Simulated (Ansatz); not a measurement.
In₁₀N₁₁H₂₈⁺, a nanocrystal cut from wurtzite InN (hydrogen-capped), relaxed as a singlet with RKS r2SCAN-D4/def2-SVP in Ansatz, starting from the GFN2-xTB geometry. Force threshold 0.03 eV/Å.

In the def2 sets In takes a core potential; there is no spin–orbit coupling. Single mean-field runs in def2-SVP are fitted with def2-universal-jkfit.

Start:

```xyz
49

In    3.2500    1.6242   -1.3892
N     2.0789    2.3191   -3.1175
N     2.1425    0.0557   -0.5005
In    0.5594   -0.6369   -1.7794
In    0.7572   -2.7910    0.9581
N    -0.3890   -2.2480   -0.7734
N    -0.3695   -4.3864    1.8775
In   -1.9374   -5.2788    0.5688
In   -0.0705    2.6842   -2.8115
N    -0.8283    1.0051   -1.7725
In   -2.4478   -1.7642   -0.4136
N    -3.2320   -3.4673    0.6543
N     3.0269    3.4060   -0.1236
In    1.5684    0.5415    1.5252
N     0.5864   -1.1525    2.3210
In    1.0026    3.9067    0.5769
N     0.0968    4.3409   -1.3803
N     0.1339    2.1172    1.2731
In   -1.6155    1.5602    0.1613
In   -1.4755   -0.6706    2.9469
N    -2.4437   -0.1820    1.0242
H     4.8442    1.2679   -1.7667
H     2.1486    1.5839   -3.8258
H     2.5201    3.1421   -3.5336
H     2.7976   -0.7272   -0.4207
H     1.1636   -0.8715   -3.3642
H     2.3687   -3.0993    0.5064
H    -0.3838   -3.0607   -1.3926
H     0.2522   -5.1115    2.2346
H    -0.8615   -4.0116    2.6945
H    -1.3140   -5.4265   -1.0031
H    -2.7156   -6.4296    1.5220
H    -0.8785    3.0951   -4.2215
H    -1.6355    0.6901   -2.3179
H    -3.1994   -1.3167   -1.8735
H    -4.1763   -3.6898    0.3409
H    -3.3163   -3.2246    1.6458
H     3.4557    4.2156   -0.5765
H     3.5858    3.2340    0.7161
H     2.9505    1.1744    2.3142
H     1.0833   -1.4090    3.1768
H     0.9704    5.2168    1.6211
H     0.5634    5.1387   -1.8172
H    -0.8587    4.6530   -1.1899
H    -0.2105    2.3076    2.2185
H    -2.5918    2.9511   -0.0626
H    -2.1824   -2.1325    3.5108
H    -1.3572    0.8244    3.7866
H    -3.4167    0.0328    1.2516
```

| step | energy (eV) | largest force component (eV/Å) | SCF passes |
| --- | --- | --- | --- |
| 1 | -68588.1971 | 0.824 | 21 |
| 2 | -68588.5348 | 0.422 | 26 |
| 3 | -68588.7377 | 0.148 | 20 |
| 4 | -68588.7501 | 0.034 | 21 |
| 5 | -68588.7519 | 0.013 | 22 |

Force components are those of the run's own axes.

End:

```csv
atom,x (Å),y (Å),z (Å)
In1,3.348,1.630,-1.426
N2,2.072,2.297,-3.119
N3,2.165,0.092,-0.515
In4,0.588,-0.640,-1.850
In5,0.800,-2.842,0.964
N6,-0.390,-2.222,-0.750
N7,-0.406,-4.406,1.914
In8,-1.971,-5.346,0.603
In9,-0.096,2.732,-2.902
N10,-0.813,1.046,-1.791
In11,-2.502,-1.784,-0.450
N12,-3.244,-3.496,0.699
N13,3.019,3.377,-0.094
In14,1.650,0.586,1.566
N15,0.583,-1.137,2.279
In16,1.011,3.999,0.630
N17,0.068,4.321,-1.358
N18,0.148,2.148,1.262
In19,-1.667,1.648,0.145
In20,-1.482,-0.680,2.951
N21,-2.408,-0.179,0.998
H22,4.990,1.419,-1.865
H23,2.147,1.568,-3.839
H24,2.520,3.109,-3.559
H25,2.817,-0.702,-0.431
H26,1.171,-0.957,-3.449
H27,2.403,-3.353,0.568
H28,-0.379,-3.034,-1.383
H29,0.211,-5.141,2.274
H30,-0.875,-4.025,2.744
H31,-1.285,-5.322,-0.983
H32,-2.755,-6.569,1.518
H33,-0.820,3.280,-4.355
H34,-1.626,0.721,-2.334
H35,-3.382,-1.500,-1.910
H36,-4.193,-3.729,0.390
H37,-3.346,-3.233,1.686
H38,3.477,4.193,-0.516
H39,3.582,3.200,0.748
H40,3.029,1.176,2.434
H41,1.070,-1.399,3.148
H42,1.057,5.421,1.584
H43,0.501,5.145,-1.791
H44,-0.893,4.632,-1.169
H45,-0.204,2.325,2.214
H46,-2.717,3.016,-0.028
H47,-2.178,-2.204,3.438
H48,-1.405,0.790,3.872
H49,-3.387,0.029,1.239
```

By distances, no bond broke or formed. The bond that changes most is In14–N18, from 2.15 to 2.19 Å (atoms count from 1).

No frequencies were taken in this run, so the end may be a saddle point.

Run time 67 s (2 threads of AMD EPYC 7R13 on a shared host and a share (18 GiB) of an NVIDIA H100 80GB HBM3), peak host memory 1.2 GiB.
